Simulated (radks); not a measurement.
The numbers below are computed, except where a source is named.
Question: Pd4+, configuration [Ar] 3d10 4s2 4p5 4d6 5d1 (not the ground configuration). Level of theory: scalar-relativistic Kohn-Sham, exchange-only PBE, spin-unpolarised, spherical densities, point nucleus (a radial shooting solver on a logarithmic mesh with Libxc functionals). Some entries of the table are withheld. Estimate them.

orbital  occ.  eigenvalue (eV)  <1/r> (bohr^-1)
1s          2        -24240.12            48.24
2s          2        -3600.278            10.94
2p          6        -3235.428            10.58
3s          2        -706.7061            3.828
3p          6        -586.7848            3.647
3d         10        -396.3636              (1)
4s          2        -151.9690            1.491
4p          5        -116.5772            1.356
4d          6         -64.5416            1.092
5d          1         -24.2039              (2)

Answer: 
(1) 3d <1/r> (bohr^-1): 3.422
(2) 5d <1/r> (bohr^-1): 0.4108
